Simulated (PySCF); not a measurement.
Magnetisability: `N(/[H])=C1\CCCC[C@H]1N`, C₆H₁₂N₂

Cartesian coordinates in Å; atom numbers follow the order of the lines, from 1:
```xyz
20

N    -0.517    1.421    1.929
C    -0.162    0.960    0.817
C     1.275    1.068    0.400
C     1.834   -0.292   -0.018
C     0.970   -0.903   -1.115
C    -0.463   -1.065   -0.622
C    -1.071    0.286   -0.198
N    -2.418    0.177    0.341
H    -1.516    1.334    2.114
H     1.337    1.758   -0.447
H     1.845    1.488    1.229
H     1.848   -0.958    0.848
H     2.862   -0.175   -0.368
H     1.369   -1.877   -1.408
H     0.983   -0.257   -1.996
H    -0.476   -1.739    0.241
H    -1.086   -1.510   -1.404
H    -1.125    0.942   -1.076
H    -3.062   -0.147   -0.371
H    -2.433   -0.499    1.100
```

Computed with GIAO BHandHLYP/pcSseg-1 magnetisability, rotational g tensor and spin-rotation constants, non-relativistic, gas phase in PySCF 2.14.0. Geometry: GFN2-xTB.

Q: What are the magnetisability and the molar susceptibility?

A: Isotropic -1304 × 10⁻³⁰ J/T², or -78.5 × 10⁻⁶ cm³/mol; principal values -1434, -1290, -1189 × 10⁻³⁰ J/T², anisotropy 214 × 10⁻³⁰ J/T² (root of half the summed squared differences of the principal values). The susceptibility is in cgs units.

Q: Split it along the inertial axes a, b, c into diamagnetic and paramagnetic parts about the centre of mass, with the quadrupole moment.

A: 
```
axis  χ (10⁻⁶ cm³/mol)  diamagnetic (10⁻⁶ cm³/mol)  paramagnetic (10⁻⁶ cm³/mol)  summed x² of all electrons (Å²)  quadrupole Θ (D Å)
   a             -76.8                      -539.9                        463.2                            144.9               +0.16
   b             -76.1                      -721.5                        645.4                            102.1               -3.71
   c             -82.8                     -1048.2                        965.4                             25.1               +3.55
```
Anisotropies 2χaa − χbb − χcc = +5.3 and 2χbb − χaa − χcc = +7.3 × 10⁻⁶ cm³/mol. Θ is traceless in Buckingham's convention.

Q: And the rotational g tensor?

A: 
```
axis  rotational constant (GHz)        g  nuclear part  electronic part
   a                     2.9113  -0.0198        0.6136          -0.6335
   b                     2.0386  -0.0123        0.6057          -0.6181
   c                     1.3165  -0.0065        0.5906          -0.5971
```
Asymmetric top; isotopes 12C, 1H, 14N; no vibrational averaging.
